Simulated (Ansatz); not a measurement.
Ideal-gas functions of CH2BrFO2Si (`O[Si@@]1(Br)O[C@H]1F`) at 600 K and 1 bar, from an Ansatz frequency run at PBE0-D4/def2-TZVP.

Molar mass 173.01 g/mol, point group C1 (symmetry number 1), electronic degeneracy 1, moments of inertia 115.07, 510.731, 573.631 u Å². Harmonic wavenumbers (cm⁻¹, unscaled): 100, 156, 197, 243, 296, 352, 475, 508, 700, 746, 840, 956, 1052, 1138, 1192, 1356, 3143, 3883.

Use S(trans) = R[1.5 ln M + 2.5 ln T − 1.1517]; rotational temperatures θ = 24.2544 K / I; S(rot) = R[ln(√π/σ · √(T³/θAθBθC)) + 1.5]; for each mode x = 1.438777 ν̃/T, S = R[x/(eˣ − 1) − ln(1 − e⁻ˣ)] and H = RT x/(eˣ − 1); 1 cm⁻¹ = 0.0119627 kJ/mol; R = 8.31446 J/(mol·K).

Task: By hand: the entropy, in J/(mol·K).

Result: Translation 187.7. Rotation: θ = 0.2108, 0.0475, 0.0423 K, giving 129.3. Vibration, mode by mode: 20.21, 16.54, 14.63, 12.92, 11.34, 9.97, 7.67, 7.17, 4.92, 4.51, 3.77, 3.03, 2.53, 2.15, 1.94, 1.42, 0.04, 0.01, in all 124.7. Electronic 0.0. Sum 441.7 J/(mol·K).

Task: By hand: H − E and G − E in kJ/mol, counted from the electronic energy.

Result: Zero-point energy ½ × 17333 × 0.0119627 = 103.7; thermal vibration 38.1; translation, rotation and pV give 4 RT = 20.0. H − E = 161.8 kJ/mol, and G − E = 161.8 − 600 × 441.7/1000 = -103.2 kJ/mol.

Vibration gives 28 % of the entropy, 20.2 J/(mol·K) of it from the mode under 150 cm⁻¹: soft modes count most, and the harmonic formula is weakest for them. The sum counts one conformer and one mirror image; others add a mixing term.
